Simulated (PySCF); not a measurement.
**Polarisability and C₆ of Pd⁺ (palladium, charge +1)**

[Kr] 4d9, 2D determinant. All numbers are calculated (PySCF 2.14, a scalar-relativistic core potential, in aug-cc-pVTZ-PP with ECP28MDF (6s6p5d3f2g, 88 functions)). Coupled (time-dependent) response in atomic units; α is the mean over directions.

```csv
method,mean α (bohr³),"α xx, yy, zz",C₆ (like pair),S(−4)
UHF,9.830,"9.528, 9.528, 10.43",58.79,31.52
PBE,12.03,"11.77, 11.77, 12.54",73.59,58.79
PBE0,11.25,"10.97, 10.97, 11.80",68.50,47.20
r2SCANh,11.42,"11.09, 11.09, 12.09",70.46,47.81
```

S(−4) is the Cauchy moment in α(ω) = α(0) + S(−4) ω² + …

Spin-orbit coupling is absent.

α(iu) at UHF:

```tsv
u (hartree)	α(iu) (bohr³)
0	9.830
0.0500	9.752
0.100	9.533
0.200	8.814
0.300	7.969
0.500	6.472
0.750	5.100
1.00	4.103
1.50	2.784
2.00	1.992
3.00	1.146
5.00	0.5054
```

For an ion, C₆ is the dispersion term alone; charge-induced terms of lower order in 1/R come first.

The components differ because the open shell of this determinant is not spherical; for a pure term their mean is the scalar polarisability.

Energies and moments cover only the electrons outside the core potential.
